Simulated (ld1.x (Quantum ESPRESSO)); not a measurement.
## LDA (PZ) TM dataset for iodine, scalar-relativistic all-electron reference.

| Item | Value |
| --- | --- |
| Element | iodine |
| Generator | ld1.x (Quantum ESPRESSO) 7.5 |
| Type | norm-conserving Troullier–Martins (Kleinman–Bylander form) |
| Functional | LDA (PZ) |
| Relativity | scalar-relativistic |
| Frozen core | [Kr] 4d10 |
| Valence charge | 7 |
| Reference configuration | 5s2 5p5 |
| Partial waves | 5s (bound): rc 1.30 bohr; 5d channel at 0.4 Ry: rc 1.85 bohr; 5p (bound): rc 2.00 bohr |
| Local potential | the p channel |
| Core correction | Bessel-smoothed model core, default radius (core density twice the valence density) |

All-electron outer shells of the reference configuration (LDA (PZ), scalar-relativistic, ld1.x):

| shell | level (eV) | outermost node (bohr) | outermost maximum (bohr) |
| --- | --- | --- | --- |
| 4p | -127.33 | 0.37 | 0.72 |
| 4d | -50.33 | 0.35 | 0.78 |
| 5s | -17.65 | 0.88 | 1.70 |
| 5p | -7.25 | 0.96 | 2.02 |

Results:

* Cutoffs needed: 110 Ry and 230 Ry (the cutoffs (Ry, on a coarse ladder) from which the occupation-weighted sum of valence levels, in a spherical-Bessel basis at the reference potential, stays within 10 and 1 mRy of its value at 400 Ry)
* Ghost test: ghost state, extra bound levels that the all-electron valence spectrum of the same l lacks: d at -124.0 eV; a true bound ghost makes a file unfit for plane-wave use (spherical-Bessel basis up to 400 Ry, 20 bohr box)
* Largest excitation error: -92 meV (all-electron minus pseudo) for 5s2 5p1, out of 7 test configurations

Generation and tests took about 2.8 s on one core of a shared server CPU.
